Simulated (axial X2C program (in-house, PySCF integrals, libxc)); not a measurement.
**Testing model relations on NaCo⁺**

A bond curve at the PBE0 level, with spin–orbit coupling, was computed with an axial X2C code built on PySCF integrals (basis Co dyall-cv3z [9s10p6d3f2g], Na dyall-cv3z [9s8p5d2f] (cores contracted in-house)) for the state Ω = 7/2 (⟨Sz⟩ = 1.50, ⟨Lz⟩ = 2.00 at PBE0). Its fit gives Re = 3.1099 Å, ωe = 132.8 cm⁻¹, ωexe = 0.984 cm⁻¹ and αe = 1.016e-03 cm⁻¹; the masses are 58.9332 and 22.9898 u. Two-component means X2C with spin–orbit coupling and atomic mean-field Coulomb and Gaunt terms.

Q: Find the reduced mass, Be and the force constant.

A: From the PBE0 values: μ = 16.5382 u. Be = 16.8576/(μ Re²) = 0.1054 cm⁻¹. k = 5.8918×10⁻⁷ μ ωe² = 0.172 mdyn/Å.

Q: A Morse curve ties αe to the other constants (Pekeris). How well does that hold?

A: αe(Morse) = 6Be²/ωe × (√(ωexe/Be) − 1) = 1.032e-03 cm⁻¹; the PBE0 curve gives 1.016e-03 cm⁻¹, a ratio of 1.02.

Q: Estimate the centrifugal constant by the Kratzer relation.

A: D = 4Be³/ωe² = 2.66e-07 cm⁻¹.

Q: Where do the fundamental and the first overtone lie?

A: ν(1←0) = ωe − 2ωexe = 130.8 cm⁻¹; ν(2←0) = 2ωe − 6ωexe = 259.7 cm⁻¹.

The state is a single determinant with fixed occupations, the lowest that a limited PBE0 search found. Density functionals use the spin component along the axis (collinear). PBE0 can misorder states that lie within some tenths of an eV, so this need not be the ground state of the molecule. The nearest other spin-free determinant of the search, M_S = 3/2, Λ = 0, lies 0.000 eV up at the distance of the search. Without a current term, density functionals place determinants with orbital angular momentum somewhat too high. With several unpaired electrons one determinant need not be a pure state. A state of lower Ω lies just above, and one determinant can place such states too high, so the state shown need not be the lowest. The search has Ω = 3/2 only 0.06 eV up.
